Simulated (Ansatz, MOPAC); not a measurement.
Noncovalent pair: hydrogen isocyanide (SMILES [C-]#[NH+]) (first 3 atoms) with CH4O (SMILES CO); geometry from B3LYP-D3(BJ)/def2-TZVP.
(charge 0, multiplicity 1):
```
atom    x (Å)    y (Å)    z (Å)
----  -------  -------  -------
C     -0.1128  -0.6285  -0.2560
N     -0.1368  -0.1825   0.8177
H     -0.1669   0.1986   1.7661
C     -0.0939  -0.3342   4.4087
O     -0.1942   0.7123   3.4369
H      0.2602   0.0540   5.3659
H      0.6347  -1.0453   4.0253
H     -1.0493  -0.8454   4.5484
H     -0.8437   1.3617   3.7250
```

Monomers are frozen at their geometry in the pair; levels with a basis set take the counterpoise correction.

The state that AM1 reach isn't checked.

The values were computed with Ansatz (a program for electronic structure) with Gaussian orbitals; MOPAC for AM1 (differences of heats of formation). Values without a source in brackets are computed.

Task: One of these levels gives -0.32 kcal/mol for the interaction energy. Name it.
A) BLYP/def2-TZVPPD
B) AM1
C) PBE/def2-TZVPPD

Result: B, AM1. The others give -8.77 (PBE/def2-TZVPPD), -7.52 (BLYP/def2-TZVPPD)
